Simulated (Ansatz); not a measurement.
Geometry optimisation, RKS r2SCAN/def2-SVP in Ansatz 0.2.0.

input.yaml

```yaml
crystal:
  periodic: [false, false, false]
  atoms:
    - { symbol: Ga, position_ang: [-0.574298, 0.622869, -0.157573] }
    - { symbol: F, position_ang: [0.403231, 1.378683, 1.122912] }
    - { symbol: "N", position_ang: [0.400169, -0.867141, -0.139102] }
    - { symbol: H, position_ang: [1.081466, -0.648302, 0.588601] }
    - { symbol: H, position_ang: [-1.773113, 1.28844, -0.839221] }
    - { symbol: H, position_ang: [0.462445, -1.774549, -0.575516] }
basis:
  gaussian: { orbitals: def2-SVP }
hamiltonian:
  xc: r2scan
relax:
  f_tol: 0.03
  max_steps: 50
```

Launched with:

```bash
$ ansatz run input.yaml --threads 2 --pin off --max-ram 3072MiB --backend cpu --events-out ev --progress --plain --runs-dir out
```

Problem. Where does it end, and by what steps?

Solution. The run converged. After 6 steps the energy has fallen by 0.284 eV; F2 moved furthest, 0.47 Å.

| step | energy less start (eV) | largest force component (eV/Å) | accepted |
| --- | --- | --- | --- |
| 0 | 0.0000 | 0.637 | yes |
| 1 | -0.1412 | 0.554 | yes |
| 2 | -0.2254 | 0.624 | yes |
| 3 | -0.2300 | 1.069 | yes |
| 4 | -0.2815 | 0.265 | yes |
| 5 | -0.2825 | 0.054 | yes |
| 6 | -0.2836 | 0.020 | yes |

```xyz
6
Properties=species:S:1:pos:R:3
Ga -0.464 0.675 -0.035
F 0.186 1.790 1.160
N 0.457 -0.867 -0.081
H 1.255 -1.048 0.519
H -1.688 1.099 -0.869
H 0.254 -1.648 -0.694
```

Time of the run: 15 s on 2 threads of Arm Neoverse V1 (shared host), peak memory 0.15 GiB.
